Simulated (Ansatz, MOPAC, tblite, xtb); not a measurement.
Bond stretch in MgH, doublet.

- PM7, unrestricted, heats of formation (MOPAC)
- GFN2-xTB, 300 K electronic temperature (tblite)
- GFN1-xTB (xtb)
- FCI = Ansatz (a first-principles code) with full CI/aug-cc-pVQZ, frozen core

Energies relative to the lowest point of each curve near equilibrium, in eV; the last columns give the difference from FCI:

```json
[
 {"R / Å": "1.30", "PM7": "2.224", "GFN2-xTB": "1.228", "GFN1-xTB": "1.233", "FCI": "1.437", "PM7 − FCI": "0.786", "GFN2-xTB − FCI": "-0.209", "GFN1-xTB − FCI": "-0.204"},
 {"R / Å": "1.40", "PM7": "1.060", "GFN2-xTB": "0.632", "GFN1-xTB": "0.649", "FCI": "0.742", "PM7 − FCI": "0.317", "GFN2-xTB − FCI": "-0.110", "GFN1-xTB − FCI": "-0.094"},
 {"R / Å": "1.47", "PM7": "0.541", "GFN2-xTB": "0.384", "GFN1-xTB": "0.400", "FCI": "0.425", "PM7 − FCI": "0.116", "GFN2-xTB − FCI": "-0.041", "GFN1-xTB − FCI": "-0.025"},
 {"R / Å": "1.59", "PM7": "0.077", "GFN2-xTB": "0.142", "GFN1-xTB": "0.151", "FCI": "0.113", "PM7 − FCI": "-0.035", "GFN2-xTB − FCI": "0.029", "GFN1-xTB − FCI": "0.038"},
 {"R / Å": "1.65", "PM7": "0.002", "GFN2-xTB": "0.076", "GFN1-xTB": "0.081", "FCI": "0.038", "PM7 − FCI": "-0.037", "GFN2-xTB − FCI": "0.037", "GFN1-xTB − FCI": "0.042"},
 {"R / Å": "1.70", "PM7": "0.000", "GFN2-xTB": "0.039", "GFN1-xTB": "0.041", "FCI": "0.008", "PM7 − FCI": "-0.008", "GFN2-xTB − FCI": "0.031", "GFN1-xTB − FCI": "0.034"},
 {"R / Å": "1.74", "PM7": "0.033", "GFN2-xTB": "0.019", "GFN1-xTB": "0.020", "FCI": "0.000", "PM7 − FCI": "0.033", "GFN2-xTB − FCI": "0.019", "GFN1-xTB − FCI": "0.020"},
 {"R / Å": "1.79", "PM7": "0.109", "GFN2-xTB": "0.005", "GFN1-xTB": "0.005", "FCI": "0.008", "PM7 − FCI": "0.101", "GFN2-xTB − FCI": "-0.003", "GFN1-xTB − FCI": "-0.003"},
 {"R / Å": "1.84", "PM7": "0.219", "GFN2-xTB": "0.000", "GFN1-xTB": "0.000", "FCI": "0.033", "PM7 − FCI": "0.187", "GFN2-xTB − FCI": "-0.033", "GFN1-xTB − FCI": "-0.033"},
 {"R / Å": "1.90", "PM7": "0.387", "GFN2-xTB": "0.004", "GFN1-xTB": "0.007", "FCI": "0.079", "PM7 − FCI": "0.307", "GFN2-xTB − FCI": "-0.075", "GFN1-xTB − FCI": "-0.072"},
 {"R / Å": "2.00", "PM7": "0.726", "GFN2-xTB": "0.029", "GFN1-xTB": "0.045", "FCI": "0.187", "PM7 − FCI": "0.539", "GFN2-xTB − FCI": "-0.158", "GFN1-xTB − FCI": "-0.142"},
 {"R / Å": "2.17", "PM7": "1.374", "GFN2-xTB": "0.101", "GFN1-xTB": "0.159", "FCI": "0.420", "PM7 − FCI": "0.954", "GFN2-xTB − FCI": "-0.319", "GFN1-xTB − FCI": "-0.261"},
 {"R / Å": "2.40", "PM7": "2.057", "GFN2-xTB": "0.281", "GFN1-xTB": "0.362", "FCI": "0.753", "PM7 − FCI": "1.304", "GFN2-xTB − FCI": "-0.472", "GFN1-xTB − FCI": "-0.390"},
 {"R / Å": "2.65", "PM7": "—", "GFN2-xTB": "0.531", "GFN1-xTB": "0.611", "FCI": "1.053", "PM7 − FCI": "—", "GFN2-xTB − FCI": "-0.522", "GFN1-xTB − FCI": "-0.441"},
 {"R / Å": "2.90", "PM7": "—", "GFN2-xTB": "0.815", "GFN1-xTB": "0.865", "FCI": "1.243", "PM7 − FCI": "—", "GFN2-xTB − FCI": "-0.428", "GFN1-xTB − FCI": "-0.379"},
 {"R / Å": "3.13", "PM7": "—", "GFN2-xTB": "1.092", "GFN1-xTB": "1.081", "FCI": "1.334", "PM7 − FCI": "—", "GFN2-xTB − FCI": "-0.242", "GFN1-xTB − FCI": "-0.254"},
 {"R / Å": "3.46", "PM7": "—", "GFN2-xTB": "1.487", "GFN1-xTB": "1.339", "FCI": "1.388", "PM7 − FCI": "—", "GFN2-xTB − FCI": "0.099", "GFN1-xTB − FCI": "-0.049"},
 {"R / Å": "3.83", "PM7": "—", "GFN2-xTB": "1.891", "GFN1-xTB": "1.544", "FCI": "1.407", "PM7 − FCI": "—", "GFN2-xTB − FCI": "0.484", "GFN1-xTB − FCI": "0.137"},
 {"R / Å": "4.22", "PM7": "—", "GFN2-xTB": "—", "GFN1-xTB": "—", "FCI": "1.414", "PM7 − FCI": "—", "GFN2-xTB − FCI": "—", "GFN1-xTB − FCI": "—"},
 {"R / Å": "4.75", "PM7": "—", "GFN2-xTB": "—", "GFN1-xTB": "—", "FCI": "1.418", "PM7 − FCI": "—", "GFN2-xTB − FCI": "—", "GFN1-xTB − FCI": "—"},
 {"R / Å": "5.27", "PM7": "—", "GFN2-xTB": "—", "GFN1-xTB": "—", "FCI": "1.419", "PM7 − FCI": "—", "GFN2-xTB − FCI": "—", "GFN1-xTB − FCI": "—"},
 {"R / Å": "6.02", "PM7": "—", "GFN2-xTB": "—", "GFN1-xTB": "—", "FCI": "1.421", "PM7 − FCI": "—", "GFN2-xTB − FCI": "—", "GFN1-xTB − FCI": "—"},
 {"R / Å": "6.91", "PM7": "—", "GFN2-xTB": "—", "GFN1-xTB": "—", "FCI": "1.421", "PM7 − FCI": "—", "GFN2-xTB − FCI": "—", "GFN1-xTB − FCI": "—"}
]
```

PM7 is furthest from FCI at 2.40 (1.304 eV, above); its mean absolute difference over the points is 0.363 eV.

GFN2-xTB is furthest from FCI at 2.65 (-0.522 eV, below); its mean absolute difference over the points is 0.184 eV.

GFN1-xTB is furthest from FCI at 2.65 (-0.441 eV, below); its mean absolute difference over the points is 0.146 eV.

Dashes: no converged value, or the column stops at the first point that the program doubted or that broke a chosen test of continuity, which isn't proof of a fault.
